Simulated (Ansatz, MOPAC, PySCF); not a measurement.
Isomers of C2H5NO: 1 is CC(N)=O, 2 is CNC=O; one conformer of each (the lowest of an xTB search), B3LYP-D3(BJ)/def2-TZVP minima.
Isomer 1 (charge 0, multiplicity 1):
```xyz
9

C     -1.0644    -0.3037    -0.0316
C      0.2294     0.3839    -0.4194
N      1.3027     0.1178     0.3775
O      0.3043     1.1251    -1.3795
H     -1.4036    -0.9029    -0.8764
H     -0.9764    -0.9415     0.8477
H     -1.8199     0.4597     0.1539
H      1.2459    -0.4928     1.1712
H      2.1820     0.5543     0.1567
```
Isomer 2 (charge 0, multiplicity 1):
```tsv
atom	x (Å)	y (Å)	z (Å)
C	-1.1240	0.0167	0.0017
N	0.2317	-0.4392	0.2412
C	1.3292	0.2523	-0.1525
O	1.3206	1.3134	-0.7396
H	-1.6746	-0.6950	-0.6166
H	-1.0646	0.9677	-0.5214
H	-1.6618	0.1608	0.9409
H	0.3784	-1.3109	0.7215
H	2.2651	-0.2659	0.1247
```

No zero-point or thermal terms.

Rows in 3-21G, 6-31G* carry no dispersion term and start afresh at each structure (6-31G* with six Cartesian d functions). The state that PM6 reach isn't checked.

The values were computed with Ansatz (Gaussian basis) for Hartree–Fock, density functionals and correlated methods; MOPAC for PM6 (differences of heats of formation); PySCF for 3-21G rows, 6-31G* rows. 

Task: One of these levels gives 30.8 kJ/mol for the electronic energy of isomer 2 less that of isomer 1. Name it.
A) B3LYP/6-31G*
B) PBE0/def2-TZVPP
C) PM6
D) HF/3-21G

Result: A, B3LYP/6-31G*. The others give 64.1 (PM6), 40.7 (HF/3-21G), 45.0 (PBE0/def2-TZVPP)

Ansatz is a program for electronic structure.
